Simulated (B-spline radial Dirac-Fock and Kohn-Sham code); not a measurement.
# Cross section and asymmetry of the 3s subshell of P³⁺

System: the P³⁺ ion, [Ne] 3s2. The computed 3s threshold is 49.80 eV; without correlation, outer thresholds are uncertain by 1 to 2 eV.

Calculated with a B-spline atomic structure program, using a relativistic central-field model (Hartree-Slater potential of the initial state, Latter tail, multipole expansion of the photon field, Dirac-Fock thresholds). Interchannel coupling and autoionising resonances are not included, so magnitudes near threshold are approximate.

```csv
kinetic energy (eV),σ (Mb),β
1.5,0.403,2.00
1.9,0.404,2.00
2.3,0.404,2.00
2.9,0.405,2.00
3.7,0.406,2.00
4.6,0.406,2.00
5.7,0.406,2.00
7.2,0.406,2.00
9.0,0.405,2.00
11.2,0.402,2.00
14.0,0.397,2.00
17.5,0.389,2.00
21.9,0.377,2.00
27.4,0.361,2.00
34.2,0.339,2.00
42.8,0.311,2.00
53.5,0.279,2.00
66.9,0.241,2.00
83.7,0.201,2.00
104.7,0.162,2.00
130.9,0.126,2.00
163.6,0.0936,2.00
204.6,0.0669,2.00
255.8,0.0466,2.00
319.9,0.0323,2.00
400.0,0.0226,2.00
```

The cross section shows no minimum in this range. Its largest value, 0.406 Mb, lies 6 eV above threshold. β stays at 2.00.
